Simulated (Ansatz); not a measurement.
Ideal-gas functions of Cl2H2NSi, SMILES `[NH][SiH](Cl)Cl` radical at 500 K and 1 bar, from an Ansatz frequency run at PBE0-D4/def2-TZVP.

Molar mass 115.01 g/mol, point group Cs (symmetry number 1), electronic degeneracy 2, moments of inertia 102.747, 213.062, 289.029 u Å². Harmonic wavenumbers (cm⁻¹, unscaled): 90, 170, 256, 273, 508, 588, 741, 807, 834, 887, 2313, 3491.

Use S(trans) = R[1.5 ln M + 2.5 ln T − 1.1517]; rotational temperatures θ = 24.2544 K / I; S(rot) = R[ln(√π/σ · √(T³/θAθBθC)) + 1.5]; for each mode x = 1.438777 ν̃/T, S = R[x/(eˣ − 1) − ln(1 − e⁻ˣ)] and H = RT x/(eˣ − 1); 1 cm⁻¹ = 0.0119627 kJ/mol; R = 8.31446 J/(mol·K).

**Question.** By hand: the entropy, in J/(mol·K).

**Answer.** Translation 178.8. Rotation: θ = 0.2361, 0.1138, 0.0839 K, giving 120.1. Vibration, mode by mode: 19.57, 14.34, 11.04, 10.53, 5.86, 4.87, 3.43, 2.96, 2.78, 2.47, 0.08, 0.00, in all 77.9. Electronic 5.8. Sum 382.6 J/(mol·K).

**Question.** By hand: H − E and G − E in kJ/mol, counted from the electronic energy.

**Answer.** Zero-point energy ½ × 10958 × 0.0119627 = 65.5; thermal vibration 20.0; translation, rotation and pV give 4 RT = 16.6. H − E = 102.1 kJ/mol, and G − E = 102.1 − 500 × 382.6/1000 = -89.2 kJ/mol.

Vibration gives 20 % of the entropy, 19.6 J/(mol·K) of it from the mode under 150 cm⁻¹: soft modes count most, and the harmonic formula is weakest for them. The sum counts one conformer and one mirror image; others add a mixing term.
